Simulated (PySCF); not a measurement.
BaF (SMILES [F][Ba]), doublet, geometry from GFN2-xTB (such geometries of metal compounds can be far from the true shape) (the spin is typed, not shown lowest) (core potentials on Ba); PBE0/def2-SVPD (PySCF).

Here is a job for PySCF.
```python
from pyscf import gto, scf, dft

mol = gto.Mole()
mol.atom = '''
    Ba   -0.000000   -0.000000   -0.274013
    F     0.000000    0.000000    1.704968
'''
mol.basis = 'def2-svpd'
mol.ecp = {'Ba': 'def2-svpd'}
mol.charge = 0
mol.spin = 1
mol.verbose = 4
mol.build()

mf = dft.UKS(mol)
mf.xc = 'pbe0'
mf.kernel()
```

**Question.** Predict the main parts of the log of this PySCF run.

**Answer.** 
```
PySCF version 2.14.0

[INPUT] verbose = 4
[INPUT] num. atoms = 2
[INPUT] num. electrons = 19
[INPUT] charge = 0
[INPUT] spin (= nelec alpha-beta = 2S) = 1
[INPUT] symmetry False subgroup None
[INPUT] Mole.unit = angstrom
[INPUT] Symbol           X                Y                Z      unit          X                Y                Z       unit  Magmom
[INPUT]  1 Ba     0.000000000000   0.000000000000  -0.274013000000 AA    0.000000000000   0.000000000000  -0.517809524570 Bohr   0.0
[INPUT]  2 F      0.000000000000   0.000000000000   1.704968000000 AA    0.000000000000   0.000000000000   3.221922571147 Bohr   0.0

nuclear repulsion = 24.0658950150608
number of shells = 19
number of NR pGTOs = 85
number of NR cGTOs = 49
basis = def2-svpd
ecp = {'Ba': 'def2-svpd'}

******** <class 'pyscf.dft.uks.UKS'> ********
method = UKS
initial guess = minao
damping factor = 0
level_shift factor = 0
DIIS = <class 'pyscf.scf.diis.CDIIS'>
diis_start_cycle = 1
diis_space = 8
diis_damp = 0
SCF conv_tol = 1e-09
SCF conv_tol_grad = None
SCF max_cycles = 50
direct_scf = True
direct_scf_tol = 1e-13
number electrons alpha = 10  beta = 9
XC library pyscf.dft.libxc version 7.1.2
    S. Lehtola, C. Steigemann, M. J. T. Oliveira, and M. A. L. Marques,  SoftwareX 7, 1–5 (2018)
XC functionals = pbe0
    C. Adamo and V. Barone,  J. Chem. Phys. 110, 6158 (1999)
    M. Ernzerhof and G. E. Scuseria,  J. Chem. Phys. 110, 5029 (1999)
radial grids:
    Treutler-Ahlrichs [JCP 102, 346 (1995); DOI:10.1063/1.469408] (M4) radial grids

becke partition: Becke, JCP 88, 2547 (1988); DOI:10.1063/1.454033
pruning grids: <function nwchem_prune>
grids dens level: 3
symmetrized grids: False
atomic radii adjust function: <function treutler_atomic_radii_adjust>
small_rho_cutoff = 0
Set gradient conv threshold to 3.16228e-05
tot grids = 38192
init E= -115.076321760552

cycle= 1 E= -125.042597770761  delta_E= -9.97  |g|= 0.538  |ddm|= 1.89
cycle= 2 E= -124.482363293941  delta_E= 0.56  |g|= 1.37  |ddm|= 1.58
cycle= 3 E= -125.165880344061  delta_E= -0.684  |g|= 0.0481  |ddm|= 0.892
cycle= 4 E= -125.167177868324  delta_E= -0.0013  |g|= 0.0163  |ddm|= 0.105
cycle= 5 E= -125.167324602614  delta_E= -0.000147  |g|= 0.00361  |ddm|= 0.0444
cycle= 6 E= -125.167345678501  delta_E= -2.11e-05  |g|= 0.000833  |ddm|= 0.0196
cycle= 7 E= -125.167350407038  delta_E= -4.73e-06  |g|= 0.000357  |ddm|= 0.0123
cycle= 8 E= -125.167351067065  delta_E= -6.6e-07  |g|= 7.14e-05  |ddm|= 0.00461
cycle= 9 E= -125.167351100565  delta_E= -3.35e-08  |g|= 3.16e-05  |ddm|= 0.000938
cycle= 10 E= -125.167351103835  delta_E= -3.27e-09  |g|= 3.94e-06  |ddm|= 0.000346
cycle= 11 E= -125.167351103848  delta_E= -1.31e-11  |g|= 6.83e-07  |ddm|= 2.11e-05
Extra cycle  E= -125.167351103849  delta_E= -7.39e-13  |g|= 5.35e-07  |ddm|= 2.29e-06
converged SCF energy = -125.167351103849  <S^2> = 0.75021209  2S+1 = 2.0002121
```
